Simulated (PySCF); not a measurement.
# Chlorine: a sound run and one with changed settings

Sound run: Cl⁺ [Ne] 3s2 3p4, Cl²⁺ [Ne] 3s2 3p3. Calculation: PySCF 2.14, in x2c-TZVPall (5s5p2d1f, 37 functions); the spin-free X2C one-electron Hamiltonian (Gaussian nucleus). The sound run starts from symmetry-adapted Hartree-Fock orbitals and uses a fine grid where one is needed.

Changed run: radial step 0.3 in ln r (0.13 in the sound run). This setting is unsound on purpose.

| species | method | sound run (hartree) | changed run (hartree) | converged |
| --- | --- | --- | --- | --- |
| Cl⁺ | UHF | -460.45561 | -460.45561 | yes |
| Cl⁺ | PBE0 | -460.94229 | -460.94241 | yes |
| Cl⁺ | PBE | -460.90659 | -460.90685 | yes |
| Cl²⁺ | UHF | -459.62612 | -459.62612 | yes |
| Cl²⁺ | PBE0 | -460.06637 | -460.06616 | yes |
| Cl²⁺ | PBE | -460.03020 | -460.03000 | yes |

Ionisation energy of Cl⁺:

```csv
method,sound run (eV),changed run (eV)
UHF,22.572,22.572
PBE0,23.835,23.844
PBE,23.848,23.860
```

A coarse radial grid mis-integrates the density and the exchange-correlation energy, with errors of either sign; Hartree-Fock needs no grid.

For comparison, NIST gives 23.814 eV between the lowest levels.
